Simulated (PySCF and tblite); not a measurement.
The numbers below are computed, except where a source is named.
System: C4H7NO2, numbered as in [CH3:1][O:2]/[CH:3]=[CH:4]/[NH:5][CH:6]=[O:7].

Two runs for the rotation about the C4–N5 bond (torsion C3–C4–N5–C6 from -180° to 0°, rising) on the same B3LYP-D3(BJ)/def2-SVP geometries. The first, BHandHLYP/pcSseg-1 + D3(BJ), gave a barrier of 3.0 kcal/mol. The second was started with:

```json
{"job": {"kind": "nmr", "xc": "BHandHLYP", "basis": "STO-3G", "pop": false}, "charge": 0, "multiplicity": 1}
```

```
coarse grid: 11920 points
cycle   1  E = -356.6988028883  dE =  1.624e+00  |g| = 7.470e-01  |ddm| = 4.989e+00
cycle   2  E = -356.5043575215  dE =  1.944e-01  |g| = 1.242e+00  |ddm| = 2.351e+00
cycle   3  E = -356.9010668869  dE = -3.967e-01  |g| = 9.845e-02  |ddm| = 1.424e+00
cycle   4  E = -356.9036269342  dE = -2.560e-03  |g| = 4.960e-02  |ddm| = 1.738e-01
cycle   5  E = -356.9043406259  dE = -7.137e-04  |g| = 6.645e-03  |ddm| = 7.039e-02
cycle   6  E = -356.9043552331  dE = -1.461e-05  |g| = 3.561e-03  |ddm| = 1.429e-02
cycle   7  E = -356.9043600581  dE = -4.825e-06  |g| = 1.195e-03  |ddm| = 7.256e-03
final grid: 115848 points
cycle   8  E = -356.8829651404  dE = -3.134e-06  |g| = 2.702e-03  |ddm| = 8.572e-03
cycle   9  E = -356.8829640334  dE =  1.107e-06  |g| = 3.502e-03  |ddm| = 7.569e-03
cycle  10  E = -356.8829674327  dE = -3.399e-06  |g| = 2.496e-04  |ddm| = 4.250e-03
cycle  11  E = -356.8829674538  dE = -2.109e-08  |g| = 9.852e-05  |ddm| = 4.184e-04
cycle  12  E = -356.8829674571  dE = -3.329e-09  |g| = 5.165e-05  |ddm| = 2.089e-04
```

**Question.** What is wrong with the second run, and what did it give?

**Answer.** Its fault: minimal basis. It ran through; the barrier from its energies is 5.5 kcal/mol, off by 2.6.
